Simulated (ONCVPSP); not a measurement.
**Mn: one change to an ONCV potential, before and after**

| Property | Result |
| --- | --- |
| Element | manganese (Mn) |
| Generator | ONCVPSP 4.0.1 |
| Type | optimised norm-conserving Vanderbilt (ONCV) |
| Functional | PBE |
| Relativity | scalar-relativistic |
| Frozen core | [Ne] 3s2 |
| Valence charge | 13 |
| Reference configuration | 3p6 3d5 4s2 |
| Partial waves | 4s: rc 2.40 bohr, ncon 4, nbas 7, qcut 3.2 1/bohr, 2 projectors, debl 2.5 Ha; 3p: rc 0.90 bohr, ncon 4, nbas 7, qcut 7.3 1/bohr, 3 projectors, debl 1.3 Ha; 3d: rc 1.45 bohr, ncon 3, nbas 8, qcut 9.5 1/bohr, 2 projectors, debl 3.9 Ha |
| Local potential | polynomial inside 0.90 bohr (lpopt 3, dvloc0 2 Ha) |
| Core correction | none |

In the p channel the program set the typed energies aside and used -2.006, 0.250, 1.550 Ha.

Change: s: qcut 2; p: qcut 4.6; d: qcut 6.

Cutoffs: the cutoffs (Ha) at which the residual kinetic energy of the hardest occupied pseudo-wave falls to 1 and 0.1 mHa per electron; they do not see the model core or the augmentation charge, which bear on the density cutoff. Errors are all-electron minus pseudo energies relative to the spin-unpolarised reference configuration.

Task: What does the change do?

Result: Both files keep a bound ghost (p, s); of the 4 tests that both files solve, the error grows in 1 and shrinks in 3 by more than 15 % and 0.3 meV (median size 12.4 → 13.4 meV).

```tsv
quantity	base	changed
cutoffs, loose and tight	46 Ha, 162 Ha	not determined
bound ghosts	s, p	s, p
GHOST(+) flags under 300 eV	none	none
error for 3p6 3d5 4s1, meV [ΔE 8.42 eV]	-4.4	-1.9
error for 3p6 3d5 4s0, meV [ΔE 24.02 eV]	-15	+3.4
error for 3p6 3d4 4s0, meV [ΔE 56.53 eV]	+159	+87
error for 3p6 3d5.5 4s1.5, meV [ΔE -0.48 eV]	-9.6	+23
s: phases at 2.44 bohr within 0.05 rad from the reference energy up to (Ha; the scan ends near 5)	n/a	to the end of the scan
p: phases at 0.92 bohr within 0.05 rad from the reference energy up to (Ha; the scan ends near 5)	to the end of the scan	to the end of the scan
d: phases at 1.47 bohr within 0.05 rad from the reference energy up to (Ha; the scan ends near 5)	to the end of the scan	to the end of the scan
```

 A true bound ghost makes a file unfit for plane-wave use even where its test errors are small: the radial tests pick states by their node count and pass the ghost by.
